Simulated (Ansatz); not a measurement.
```yaml
crystal:
  periodic: [false, false, false]
  atoms:
    - {symbol: C, position_ang: [1.785587, 0.546378, -0.268788]}
    - {symbol: N, position_ang: [0.392634, 0.485600, -0.011064]}
    - {symbol: Mo, position_ang: [-1.119464, -0.322343, -0.093144]}
    - {symbol: O, position_ang: [-0.848314, -1.852049, -0.719190]}
    - {symbol: h, position_ang: [-1.766301, -0.389708, 1.676352]}
    - {symbol: Cl, position_ang: [-2.468731, 0.858551, -1.495895]}
    - {symbol: H, position_ang: [2.154872, -0.390172, -0.701504]}
    - {symbol: H, position_ang: [2.325753, 0.747997, 0.661632]}
    - {symbol: H, position_ang: [1.995397, 1.364831, -0.964983]}
    - {symbol: H, position_ang: [-2.368233, -1.100284, 1.919486]}
basis:
  gaussian: {orbitals: def2-mTZVPP}
hamiltonian: {xc: {name: r2SCAN0}, dispersion: d3bj}
accuracy: high
output: {forces: true}
```

```sh
$ ansatz run in.yaml --threads 8 --pin off --events-out ev --progress --plain --max-ram 18278MiB
```

Shortened log:

```
Error: YAML parse error: error: line 8 column 16: `h` is not an element symbol (H … Og, case-exact)
 6 |     - {symbol: Mo, position_ang: [-1.119464, -0.322343, -0.093144]}
 7 |     - {symbol: O, position_ang: [-0.848314, -1.852049, -0.719190]}
 8 |     - {symbol: h, position_ang: [-1.766301, -0.389708, 1.676352]}
 9 |     - {symbol: Cl, position_ang: [-2.468731, 0.858551, -1.495895]}
10 |     - {symbol: H, position_ang: [2.154872, -0.390172, -0.701504]}
```

In this input an element symbol is wrong. The program refused the input.
